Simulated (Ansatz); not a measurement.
Reaction (formal exchange of groups at the Al–N bond): `[NH2][Al]([OH])[OH]` + `CC(C)C` → `C[CH](C)[Al]([OH])[OH]` + CH₃NH₂

Gas-phase electronic energies from Ansatz, PBE0-D4/def2-TZVP geometries. CCSD(T)/CBS adds triple-zeta CCSD(T) − MP2 to the extrapolated MP2 energy (def2 sets, frozen cores). DFT in def2-TZVPP. B3LYP here is the variant with VWN-RPA as its local correlation; programs differ in this. Each species was taken in one conformer, which may not be the lowest.

```
   level  ΔE (kcal/mol)
B3LYP-D4           35.8
 ωB97M-V           36.3
```

Q: What does CCSD(T)/CBS give? (Best estimate.)

A: The calculation gave: +37.7 kcal/mol. The listed levels differ from it by -1.9, -1.4 kcal/mol.

Largest T1 diagnostic among the species: 0.011.

From PBE to PBE0 (25 % exact exchange), in def2-TZVPP and without D4, ΔE moves by +1.7 kcal/mol.
